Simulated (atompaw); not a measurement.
## Before and after: PAW (atompaw) potential for Tc (Z = 43)

technetium (Tc), PAW, made with atompaw 4.2.0.5 (PBE, scalar-relativistic). Core [Ar] 3d10 4s2, reference 4p6 4d4 5s0 5p0 (charge +3). Waves: 5s (bound, empty): rc 2.80 bohr; 5s channel at -1.15 Ry: rc 2.80 bohr; 4p (bound): rc 1.55 bohr; 5p (bound, empty): rc 2.05 bohr; 4d (bound): rc 2.80 bohr; 4d channel at -1.15 Ry: rc 2.20 bohr. Local part: vpsmatchnc scheme with l = 3 at 0 Ry, radius 2.50 bohr. Core correction: smooth core density matched at 2.70 bohr. Augmentation charge: sinc compensation charge, radius 2.70 bohr; PAW radius 2.80 bohr; waves and projectors: custom rrkj vanderbiltortho.

Change: all radii scaled by about 0.93 (s 2.60, p 1.44, d 2.60 bohr); local potential vpsmatchnc scheme with l = 3 at 0 Ry, radius 2.32 bohr; augmentation sinc compensation charge, radius 2.52 bohr; PAW radius 2.60 bohr; waves and projectors: custom rrkj vanderbiltortho; core correction smooth core density matched at 2.52 bohr.

Cutoffs: the cutoffs (Ry, on a coarse ladder) from which the occupation-weighted sum of valence levels, in a spherical-Bessel basis at the reference potential, stays within 10 and 1 mRy of its value at 400 Ry; they do not see the model core or the augmentation charge, which bear on the density cutoff.

Task: What does the change do?

Result: The potential gets harder (35 Ry and 60 Ry → 40 Ry and 70 Ry); both files keep a bound ghost (s). A smaller radius makes the pseudo-wave follow the all-electron one further in, where it bends more sharply, so more plane waves are needed.

```csv
quantity,base,changed
"cutoff, loose",35 Ry,40 Ry
"cutoff, tight",60 Ry,70 Ry
loose cutoff by channel (10 mRy a level),"p 30 Ry, d 10 Ry","p 30 Ry, d 12 Ry"
bound ghosts,s,s
lowest overlap eigenvalue by channel,"s 0.01, p 0.49, d 0.09","s 0.14, p 0.04, d 0.33"
```

 A true bound ghost makes a file unfit for plane-wave use even where its test errors are small: the radial tests pick states by their node count and pass the ghost by. The cutoffs see the waves, projectors and local potential, not the compensation charge or the core.
